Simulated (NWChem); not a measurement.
System: CH3FO2Si; SMILES O=C(O)[SiH2]F

NWChem input:

```
start job
memory heap 200 mb stack 900 mb global 1100 mb
geometry units angstroms
  O     -0.737218     1.736378    -0.577357
  C      0.041874     0.915284    -0.162858
  O      1.198466     1.224822     0.423132
  Si    -0.388591    -0.940973    -0.347567
  F      0.769590    -1.898383     0.263080
  H      1.261898     2.196985     0.437280
  H     -1.651931    -1.173570     0.396585
  H     -0.528521    -1.215353    -1.799805
end
basis spherical
  * library 6-31g*
end
dft
  xc hfexch
  iterations 150
end
driver
  maxiter 120
end
task dft optimize
task dft freq
```

Output (shortened):

```
             Northwest Computational Chemistry Package (NWChem) 7.3.0
             --------------------------------------------------------

 CS  symmetry detected

                             Geometry "geometry" -> ""
                             -------------------------

 Output coordinates in angstroms (scale by  1.889725989 to convert to a.u.)

  No.       Tag          Charge          X              Y              Z
 ---- ---------------- ---------- -------------- -------------- --------------
    1 O                    8.0000    -0.78897075    -1.84029917     0.00000000
    2 C                    6.0000     0.01711206    -0.94407397     0.00000000
    3 O                    8.0000     1.33601449    -1.13746346     0.00000000
    4 Si                  14.0000    -0.61302414     0.86369701     0.00000000
    5 F                    9.0000     0.60611229     1.93356299     0.00000000
    6 H                    1.0000     1.48489889    -2.10035394     0.00000000
    7 H                    1.0000    -1.41829684     1.04653685    -1.23368601
    8 H                    1.0000    -1.41829684     1.04653685     1.23368601

 Effective nuclear repulsion energy (a.u.)     226.4547455758

      Symmetry information
      --------------------

 Group name             Cs
 Group number              2
 Group order               2
 No. of unique centers     7

                                Z-matrix (autoz)
                                --------

 Units are Angstrom for bonds and degrees for angles

      Type          Name      I     J     K     L     M      Value
      ----------- --------  ----- ----- ----- ----- ----- ----------
    1 Stretch                  1     2                       1.20540
    2 Stretch                  2     3                       1.33301
    3 Stretch                  2     4                       1.91445
    4 Stretch                  3     6                       0.97433
    5 Stretch                  4     5                       1.62201
    6 Stretch                  4     7                       1.48455
    7 Stretch                  4     8                       1.48455
    8 Bend                     1     2     3               123.62706
    9 Bend                     1     2     4               118.81409
   10 Bend                     2     3     6               107.13139
   11 Bend                     2     4     5               112.05185
   12 Bend                     2     4     7               107.14803
   13 Bend                     2     4     8               107.14803
   14 Bend                     3     2     4               117.55885
   15 Bend                     5     4     7               109.05471
   16 Bend                     5     4     8               109.05471
   17 Bend                     7     4     8               112.40717
   18 Torsion                  1     2     3     6           0.00000
   19 Torsion                  1     2     4     5         180.00000
   20 Torsion                  1     2     4     7         -60.42146
   21 Torsion                  1     2     4     8          60.42146
   22 Torsion                  3     2     4     5           0.00000
   23 Torsion                  3     2     4     7         119.57854
   24 Torsion                  3     2     4     8        -119.57854
   25 Torsion                  4     2     3     6         180.00000

  xc_inp: hfexch multiplicative factor not found.

                           NWChem Geometry Optimization
                           ----------------------------

 maximum gradient threshold         (gmax) =   0.000450
 rms gradient threshold             (grms) =   0.000300
 maximum cartesian step threshold   (xmax) =   0.001800
 rms cartesian step threshold       (xrms) =   0.001200
 fixed trust radius                (trust) =   0.300000
 source of zmatrix                         =   autoz

[...]

      ----------------------
      Optimization converged
      ----------------------

  Step       Energy      Delta E   Gmax     Grms     Xrms     Xmax
  ---- ---------------- -------- -------- -------- -------- --------
@    7    -577.75714716 -6.5D-08  0.00003  0.00001  0.00011  0.00029
                                     ok       ok       ok       ok

                                Z-matrix (autoz)
                                --------

 Units are Angstrom for bonds and degrees for angles

      Type          Name      I     J     K     L     M      Value     Gradient
      ----------- --------  ----- ----- ----- ----- ----- ---------- ----------
    1 Stretch                  1     2                       1.19078    0.00003
    2 Stretch                  2     3                       1.32707   -0.00002
    3 Stretch                  2     4                       1.91642    0.00001
    4 Stretch                  3     6                       0.95600    0.00001
    5 Stretch                  4     5                       1.59021   -0.00000
    6 Stretch                  4     7                       1.46396   -0.00001
    7 Stretch                  4     8                       1.46396   -0.00001
    8 Bend                     1     2     3               122.72082   -0.00001
    9 Bend                     1     2     4               120.18377   -0.00001
   10 Bend                     2     3     6               108.64311    0.00000
   11 Bend                     2     4     5               110.05940    0.00001
   12 Bend                     2     4     7               107.50804   -0.00000
   13 Bend                     2     4     8               107.50804   -0.00000
   14 Bend                     3     2     4               117.09541    0.00002
   15 Bend                     5     4     7               109.59922   -0.00000
   16 Bend                     5     4     8               109.59922   -0.00000
   17 Bend                     7     4     8               112.51368   -0.00001
   18 Torsion                  1     2     3     6           0.00000   -0.00000
   19 Torsion                  1     2     4     5         180.00000   -0.00000
   20 Torsion                  1     2     4     7         -60.68349    0.00000
   21 Torsion                  1     2     4     8          60.68349   -0.00000
   22 Torsion                  3     2     4     5           0.00000   -0.00000
   23 Torsion                  3     2     4     7         119.31651    0.00000
   24 Torsion                  3     2     4     8        -119.31651   -0.00000
   25 Torsion                  4     2     3     6         180.00000    0.00000

                         Geometry "geometry" -> "geometry"
                         ---------------------------------

 Output coordinates in angstroms (scale by  1.889725989 to convert to a.u.)

[...]

 Rotational Constants
 --------------------
 A=   0.261328 cm-1  (  0.375985 K)
 B=   0.092271 cm-1  (  0.132755 K)
 C=   0.069882 cm-1  (  0.100542 K)

 Temperature                      =   298.15K
 frequency scaling parameter      =   1.0000

 Zero-Point correction to Energy  =   30.274 kcal/mol  (  0.048245 au)
 Thermal correction to Energy     =   33.866 kcal/mol  (  0.053970 au)
 Thermal correction to Enthalpy   =   34.459 kcal/mol  (  0.054913 au)

 Total Entropy                    =   78.015 cal/mol-K
   - Translational                =   39.515 cal/mol-K (mol. weight =  93.9886)
   - Rotational                   =   26.351 cal/mol-K (symmetry #  =        1)
   - Vibrational                  =   12.149 cal/mol-K

 Cv (constant volume heat capacity) =   18.360 cal/mol-K
   - Translational                  =    2.979 cal/mol-K
   - Rotational                     =    2.979 cal/mol-K
   - Vibrational                    =   12.402 cal/mol-K

[normal modes left out]

 ----------------------------------------------------------------------------
 Normal Eigenvalue ||           Projected Infra Red Intensities
  Mode   [cm**-1]  || [atomic units] [(debye/angs)**2] [(KM/mol)] [arbitrary]
 ------ ---------- || -------------- ----------------- ---------- -----------
    1       -0.000 ||    0.000003           0.000         0.003       0.000
    2       -0.000 ||    0.000011           0.000         0.011       0.001
    3       -0.000 ||    0.000000           0.000         0.000       0.000
    4        0.000 ||    0.000001           0.000         0.001       0.000
    5        0.000 ||    0.000001           0.000         0.001       0.000
    6        0.000 ||    0.000000           0.000         0.000       0.000
    7       37.217 ||    0.004870           0.112         4.748       0.555
    8      153.465 ||    0.007362           0.170         7.177       0.838
    9      334.259 ||    0.004653           0.107         4.536       0.530
   10      424.781 ||    0.001677           0.039         1.635       0.191
   11      470.366 ||    0.082943           1.914        80.857       9.446
   12      691.921 ||    0.268591           6.197       261.835      30.589
   13      770.512 ||    0.029713           0.686        28.966       3.384
   14      789.857 ||    0.014317           0.330        13.957       1.631
   15      828.776 ||    0.017972           0.415        17.520       2.047
   16      942.619 ||    0.026291           0.607        25.629       2.994
   17     1012.314 ||    0.387960           8.951       378.203      44.183
   18     1058.588 ||    0.189935           4.382       185.158      21.631
   19     1309.450 ||    0.275254           6.350       268.331      31.347
   20     1467.062 ||    0.049117           1.133        47.881       5.594
   21     1987.790 ||    0.339463           7.832       330.926      38.660
   22     2457.957 ||    0.102876           2.373       100.289      11.716
   23     2462.810 ||    0.199958           4.613       194.929      22.772
   24     3987.675 ||    0.104406           2.409       101.780      11.890
 ----------------------------------------------------------------------------
```

Level: Hartree-Fock/6-31G* (spherical d).
